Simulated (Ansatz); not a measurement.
Geometry optimisation, RKS BLYP-D4/cc-pVDZ in Ansatz.

Input:

```yaml
crystal:
  periodic: [false, false, false]
  atoms:
    - { symbol: Si, position_ang: [-0.66482, -0.959872, -0.774608] }
    - { symbol: Cl, position_ang: [1.393463, -1.331836, -0.301619] }
    - { symbol: H, position_ang: [-0.973966, -2.019033, -1.788493] }
    - { symbol: H, position_ang: [-1.411292, -1.142457, 0.501675] }
    - { symbol: "N", position_ang: [-1.009938, 0.575873, -1.507031] }
    - { symbol: H, position_ang: [0.337348, 1.264828, 1.606241] }
    - { symbol: F, position_ang: [-0.460592, 1.314092, 1.147496] }
    - { symbol: H, position_ang: [2.166273, -0.275505, 1.972069] }
    - { symbol: F, position_ang: [2.120522, 0.454975, 2.53231] }
    - { symbol: H, position_ang: [-0.685548, 0.724406, -2.467963] }
    - { symbol: H, position_ang: [-0.81135, 1.394629, -0.919977] }
basis:
  gaussian: { orbitals: cc-pVDZ }
hamiltonian:
  xc: blyp
  dispersion: d4
relax:
  f_tol: 0.03
  max_steps: 50
```

Run as:

```bash
$ ansatz run input.yaml --threads 2 --pin off --max-ram 3072MiB --backend cpu --events-out ev --progress --plain --runs-dir out
```

Task: Where does it end, and by what steps?

Result: The forces met the threshold. After 19 steps the energy has fallen by 0.418 eV; F9 moved furthest, 1.19 Å.

```csv
step,energy less start (eV),largest force component (eV/Å),accepted
0,0.0000,1.429,yes
1,-0.1915,0.414,yes
2,-0.2968,0.236,yes
3,-0.3520,0.100,yes
4,-0.3764,0.249,yes
5,-0.3876,0.110,yes
6,-0.3976,0.115,yes
7,-0.3999,0.216,yes
8,-0.4038,0.131,yes
9,-0.3969,0.800,no
10,-0.4071,0.125,yes
11,-0.4093,0.130,yes
12,-0.4118,0.146,yes
13,-0.4133,0.115,yes
14,-0.4152,0.095,yes
15,-0.4165,0.080,yes
16,-0.4164,0.141,no
17,-0.4172,0.045,yes
18,-0.4175,0.036,yes
19,-0.4176,0.023,yes
```

```xyz
11
Properties=species:S:1:pos:R:3
Si -0.663 -1.092 -0.697
Cl 1.261 -1.777 0.156
H -0.801 -1.994 -1.880
H -1.641 -1.335 0.399
N -0.688 0.563 -1.179
H 0.338 1.294 1.581
F -0.614 1.452 1.495
H 1.759 -0.053 1.047
F 1.839 0.832 1.441
H -0.109 0.873 -1.966
H -0.680 1.236 -0.396
```

The run took 31 s on 2 threads of Intel(R) Xeon(R) Platinum 8488C (Sapphire Rapids), with other jobs on the host, peak memory 0.18 GiB.
